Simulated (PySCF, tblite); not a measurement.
Species: C4H6F3O2P.
Z-matrix (Å and degrees, GFN2-xTB geometry), rows numbered from 1:
```
C 
C   1  1.5218
P   2  1.8276  1  107.50
O   3  1.4628  2  118.58  1    51.48
O   3  1.5965  2  103.31  1   -74.38
C   3  1.8515  2  106.91  1   178.66
F   6  1.3390  3  116.87  2   126.54
C   6  1.3228  3  121.87  2   -59.73
F   8  1.3201  6  128.10  3  -175.56
F   8  1.3253  6  120.99  3     6.64
H   1  1.0881  2  109.68  3   -54.53
H   1  1.0875  2  110.70  3  -174.70
H   1  1.0882  2  110.48  3    64.91
H   2  1.0893  1  111.49  3  -119.44
H   2  1.0893  1  110.78  3   118.55
H   5  0.9605  3  109.90  2   146.89
```

Method: PBE0/pcSseg-1 in PySCF (dipole) on a GFN2-xTB geometry, gas phase.

Take the most abundant isotopes and a rigid rotor. The values belong to one conformer with, in the numbering `[CH3:1][CH2:2][P@:3](=[O:4])([OH:5])[C:6]([F:7])=[C:8]([F:9])[F:10]`, C1–C2–P3–O4 51°, C2–P3–O5–H 147°, C2–P3–C6–F7 127°.

Problem. What are A, B and C (GHz)?

Solution. Ia = 288.99, Ib = 626.73, Ic = 768.25 u·Å²; 505379 MHz·u·Å²/I gives 1749, 806.4 and 657.8 MHz, that is A = 1.7488, B = 0.8064, C = 0.6578 GHz.

Problem. What kind of rotor is it?

Solution. An asymmetric top: κ = (2 × 806.4 − 1749 − 657.8)/(1749 − 657.8) = -0.73.

Problem. What does the inertial defect say?

Solution. Not planar: Δ = Ic − Ia − Ib = -147.47 u·Å². For a rigid frame Δ = −2 Σ m c², so Σ m c² = 73.74 u·Å² lies off the ab plane: 6.49 from hydrogen and 67.25 from heavier atoms. The atom farthest from that plane is 1.91 Å away.

Problem. Give the coordinates in the principal-axis frame, origin at the centre of mass.

Solution. The sense of each axis is arbitrary; atoms in the order of the calculation.
```tsv
atom	mass (u)	a (Å)	b (Å)	c (Å)
C1	12.000	-2.979	1.285	0.558
C2	12.000	-1.513	1.036	0.880
P3	30.974	-0.919	-0.275	-0.246
O4	15.995	-1.151	-0.124	-1.682
O5	15.995	-1.575	-1.601	0.355
C6	12.000	0.875	-0.536	0.131
F7	18.998	1.260	-1.789	0.404
C8	12.000	1.762	0.438	0.014
F9	18.998	3.071	0.371	0.171
F10	18.998	1.382	1.679	-0.253
H11	1.008	-3.089	1.508	-0.502
H12	1.008	-3.363	2.124	1.135
H13	1.008	-3.575	0.404	0.787
H14	1.008	-1.381	0.707	1.910
H15	1.008	-0.922	1.935	0.709
H16	1.008	-1.779	-2.215	-0.354
```

Problem. List the rotational levels J(Ka,Kc) to J = 3 (K).

Solution. Above 0(0,0), as E/k:
J = 1: 1(0,1) 0.070, 1(1,1) 0.115, 1(1,0) 0.123
J = 2: 2(0,2) 0.210, 2(1,2) 0.249, 2(1,1) 0.270, 2(2,1) 0.406, 2(2,0) 0.407
J = 3: 3(0,3) 0.418, 3(1,3) 0.449, 3(1,2) 0.491, 3(2,2) 0.617, 3(2,1) 0.621, 3(3,1) 0.861, 3(3,0) 0.861
Those of J = 1 are B + C, A + C and A + B.

Problem. Predict some low-J microwave lines.

Solution. The dipole components are |μa| = 1.13 D, |μb| = 0.33 D, |μc| = 2.21 D. Intensities carry the squares of the components, which stand as 0.26 : 0.02 : 1.00 (a : b : c). Some lines, for components of 0.1 D or more:

```csv
type,branch,"J(Ka,Kc)",MHz,lower level (cm⁻¹)
b,R,"2(0,2) ← 1(1,1)",1970,0.080
c,R,"1(1,0) ← 0(0,0)",2555,0.000
a,R,"2(1,2) ← 1(1,1)",2780,0.080
c,Q,"2(2,1) ← 2(1,1)",2827,0.188
b,Q,"2(2,0) ← 2(1,1)",2843,0.188
b,Q,"2(2,1) ← 2(1,2)",3273,0.173
b,Q,"3(2,2) ← 3(1,3)",3505,0.312
c,R,"2(1,1) ← 1(0,1)",4168,0.049
a,R,"3(0,3) ← 2(0,2)",4329,0.146
a,R,"3(2,2) ← 2(2,1)",4393,0.282
a,R,"3(1,2) ← 2(1,1)",4605,0.188
b,R,"3(2,2) ← 2(1,1)",7220,0.188
c,R,"3(2,1) ← 2(1,1)",7300,0.188
```

Problem. Estimate the classical rotational partition function at 50 K, 100 K and 500 K.

Solution. Point group C1, symmetry number σ = 1; q = (√π/σ)·√((kT/h)³/(ABC)), k/h = 20836.6 MHz/K: 61900 at 50 K, 175000 at 100 K, 1960000 at 500 K.

Its GFN2-xTB frequencies are all real (lowest 25 cm⁻¹). Zero-point vibration and centrifugal distortion are left out. A rigid rotor knows nothing of internal rotation, which can split or shift real lines.
